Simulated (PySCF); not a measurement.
In(H)2(NEtMe) (C3H10InN), SMILES CC[N](C)[InH2].

Geometry: B3LYP-D3(BJ)/def2-SVP. The def2 effective core potentials stand for the cores of In; spin–orbit coupling is left out. One conformer was computed; it need not be the lowest.

Vertical ionisation energy (IE) and electron affinity (EA) in eV. Rows of orbital energies are one-electron estimates. Where ΔSCF, EOM or ADC give a negative EA the extra electron is unbound and the value depends on the basis.

```csv
level,IE,EA
"−ε(HOMO), −ε(LUMO), ωB97X/def2-TZVP (PySCF)",(withheld),(withheld)
"−ε(HOMO), −ε(LUMO), PBE/def2-TZVP (PySCF)",4.80,1.91
```

Fill in the missing entries. (An estimate is asked for; the answer gives what the named calculation found.)


- −ε(HOMO), −ε(LUMO), ωB97X/def2-TZVP (PySCF), IE: 8.21
- −ε(HOMO), −ε(LUMO), ωB97X/def2-TZVP (PySCF), EA: -0.40
